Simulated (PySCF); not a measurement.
H₆Si₂, charge +1, doublet, at a GFN2-xTB geometry (a state made from the parent by changing its charge; the spin is typed, not shown lowest); CCSD(T)/STO-3G (PySCF).

Here is a job for PySCF.
```python
from pyscf import gto, scf, cc

mol = gto.Mole()
mol.atom = '''
    Si    0.018948   -0.007538    1.342618
    Si   -0.018948    0.007538   -1.342618
    H     0.042382    1.423416    1.613667
    H    -1.227613   -0.708252    1.619622
    H     1.253222   -0.742212    1.584420
    H    -0.011323   -1.423504   -1.614106
    H    -1.268830    0.715356   -1.584350
    H     1.212161    0.735197   -1.619253
'''
mol.basis = 'sto-3g'
mol.charge = 1
mol.spin = 1
mol.verbose = 4
mol.build()

mf = scf.UHF(mol)
mf.kernel()

mycc = cc.CCSD(mf, frozen=10)
mycc.kernel()
et = mycc.ccsd_t()
print('E(CCSD(T)) = %.10f' % (mycc.e_tot + et))
```

What the program printed (banner, timings and long lists left out):

```
PySCF version 2.14.0

[INPUT] verbose = 4
[INPUT] num. atoms = 8
[INPUT] num. electrons = 33
[INPUT] charge = 1
[INPUT] spin (= nelec alpha-beta = 2S) = 1
[INPUT] symmetry False subgroup None
[INPUT] Mole.unit = angstrom
[INPUT] Symbol           X                Y                Z      unit          X                Y                Z       unit  Magmom
[INPUT]  1 Si     0.018948000000  -0.007538000000   1.342618000000 AA    0.035806530608  -0.014244755527   2.537180309911 Bohr   0.0
[INPUT]  2 Si    -0.018948000000   0.007538000000  -1.342618000000 AA   -0.035806530608   0.014244755527  -2.537180309911 Bohr   0.0
[INPUT]  3 H      0.042382000000   1.423416000000   1.613667000000 AA    0.080090372611   2.689866401324   3.049388686249 Bohr   0.0
[INPUT]  4 H     -1.227613000000  -0.708252000000   1.619622000000 AA   -2.319852356956  -1.338402307175   3.060642005320 Bohr   0.0
[INPUT]  5 H      1.253222000000  -0.742212000000   1.584420000000 AA    2.368246353280  -1.402577406366   2.994119866283 Bohr   0.0
[INPUT]  6 H     -0.011323000000  -1.423504000000  -1.614106000000 AA   -0.021397368908  -2.690032697223  -3.050218276017 Bohr   0.0
[INPUT]  7 H     -1.268830000000   0.715356000000  -1.584350000000 AA   -2.397741198632   1.351826921564  -2.993987585455 Bohr   0.0
[INPUT]  8 H      1.212161000000   0.735197000000  -1.619253000000 AA    2.290652308879   1.389320977602  -3.059944696380 Bohr   0.0

nuclear repulsion = 85.2480011106281
number of shells = 16
number of NR pGTOs = 72
number of NR cGTOs = 24
basis = sto-3g
ecp = {}

******** <class 'pyscf.scf.uhf.UHF'> ********
method = UHF
initial guess = minao
damping factor = 0
level_shift factor = 0
DIIS = <class 'pyscf.scf.diis.CDIIS'>
diis_start_cycle = 1
diis_space = 8
diis_damp = 0
SCF conv_tol = 1e-09
SCF conv_tol_grad = None
SCF max_cycles = 50
direct_scf = True
direct_scf_tol = 1e-13
number electrons alpha = 17  beta = 16
Set gradient conv threshold to 3.16228e-05
init E= -573.729953064348

cycle= 1 E= -574.41026167693  delta_E= -0.68  |g|= 0.132  |ddm|= 1.93
cycle= 2 E= -574.428769211252  delta_E= -0.0185  |g|= 0.026  |ddm|= 0.252
cycle= 3 E= -574.429609942943  delta_E= -0.000841  |g|= 0.00684  |ddm|= 0.0496
cycle= 4 E= -574.42969134683  delta_E= -8.14e-05  |g|= 0.00263  |ddm|= 0.0167
cycle= 5 E= -574.429708024696  delta_E= -1.67e-05  |g|= 0.00116  |ddm|= 0.00865
cycle= 6 E= -574.42971194272  delta_E= -3.92e-06  |g|= 0.000244  |ddm|= 0.00618
cycle= 7 E= -574.429712093334  delta_E= -1.51e-07  |g|= 3.59e-05  |ddm|= 0.00107
cycle= 8 E= -574.429712096056  delta_E= -2.72e-09  |g|= 2.77e-06  |ddm|= 0.000145
cycle= 9 E= -574.429712096068  delta_E= -1.21e-11  |g|= 2.76e-07  |ddm|= 9.71e-06
Extra cycle  E= -574.429712096068  delta_E= -2.27e-13  |g|= 7.38e-08  |ddm|= 6e-07
converged SCF energy = -574.429712096068  <S^2> = 0.7516325  2S+1 = 2.0016318

******** <class 'pyscf.cc.uccsd.UCCSD'> ********
CC2 = 0
CCSD nocc = (np.int64(7), np.int64(6)), nmo = (14, 14)
frozen orbitals 10
max_cycle = 50
direct = 0
conv_tol = 1e-07
conv_tol_normt = 1e-06
diis_space = 6
diis_start_cycle = 0
diis_start_energy_diff = 1e+09
Init t2, MP2 energy = -0.076149973446702
Init E_corr(UCCSD) = -0.0761499734467079
cycle = 1  E_corr(UCCSD) = -0.10079000080338  dE = -0.0246400274  norm(t1,t2) = 0.0680181
cycle = 2  E_corr(UCCSD) = -0.109391227690326  dE = -0.00860122689  norm(t1,t2) = 0.0258121
cycle = 3  E_corr(UCCSD) = -0.114473183725164  dE = -0.00508195603  norm(t1,t2) = 0.0104944
cycle = 4  E_corr(UCCSD) = -0.114430434828446  dE = 4.27488967e-05  norm(t1,t2) = 0.00177999
cycle = 5  E_corr(UCCSD) = -0.114452503460609  dE = -2.20686322e-05  norm(t1,t2) = 0.000388117
cycle = 6  E_corr(UCCSD) = -0.114445432759663  dE = 7.07070095e-06  norm(t1,t2) = 8.97989e-05
cycle = 7  E_corr(UCCSD) = -0.114445920123754  dE = -4.87364091e-07  norm(t1,t2) = 3.37335e-05
cycle = 8  E_corr(UCCSD) = -0.114446727326858  dE = -8.07203104e-07  norm(t1,t2) = 9.86221e-06
cycle = 9  E_corr(UCCSD) = -0.114447022720539  dE = -2.95393681e-07  norm(t1,t2) = 3.78099e-06
cycle = 10  E_corr(UCCSD) = -0.114446871402185  dE = 1.51318354e-07  norm(t1,t2) = 1.16618e-06
cycle = 11  E_corr(UCCSD) = -0.114446807296178  dE = 6.41060068e-08  norm(t1,t2) = 3.32044e-07
UCCSD converged
E(UCCSD) = -574.5441589033644  E_corr = -0.1144468072961778
UCCSD(T) correction = -0.000915055108739237
E(CCSD(T)) = -574.5450739585
```
